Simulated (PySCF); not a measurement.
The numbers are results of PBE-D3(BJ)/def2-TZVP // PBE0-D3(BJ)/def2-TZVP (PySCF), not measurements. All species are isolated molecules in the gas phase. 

Reference species (SMILES): `I[B]I` (neutral, multiplicity 2).

- dipole moment = 0.73 D

Changed species: `Cl[B]I` (radical fragment; the reference has radical fragment).

What does the change do to the dipole moment?

the dipole moment falls by 0.16 D, to 0.57 D.
